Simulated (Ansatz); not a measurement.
Reaction (cleavage of the Si–B bond): `N[SiH](Cl)BO` + `N[SiH](N)F` → `N[Si@H](F)N[Si@@H](N)Cl` + `BO`

Computed with Ansatz on PBE0-D4/def2-TZVP structures; ΔE is electronic, products minus reactants. CBS: MP2 limit from def2 TZ/QZ plus the TZ coupled-cluster correction, frozen cores. This one scheme is used for every species. Functionals use def2-TZVPP. One conformer a species, not always the lowest.

```tsv
level	ΔE (kJ/mol)
r2SCAN-D4	-94.4
ωB97X-V	-94.4
B2PLYP	-95.5
HF/def2-TZVPP	-105.6
CCSD(T)/def2-TZVPP	-98.8
MP2/def2-QZVPP	-106.0
HF/CBS(def2)	-106.8
CCSD/CBS(def2)	-98.5
```

Q: What does CCSD(T)/CBS give? (Best estimate.)

A: Ansatz gave: -98.0 kJ/mol. The listed levels differ from it by 3.6, 3.6, 2.5, -7.6, -0.8, -8.0, -8.8, -0.5 kJ/mol.

Largest T1 diagnostic among the species: 0.014.

From PBE to PBE0 (25 % exact exchange), in def2-TZVPP and without D4, ΔE moves by −8.4 kJ/mol. The D4 term adds −8.8 kJ/mol with B3LYP and −5.2 kJ/mol with PBE0; it sums over pairs of atoms, weighted by their polarisabilities, and B3LYP, whose exchange is more repulsive, gets the larger term.

B3LYP here is the variant with VWN-RPA as its local correlation; programs differ in this.
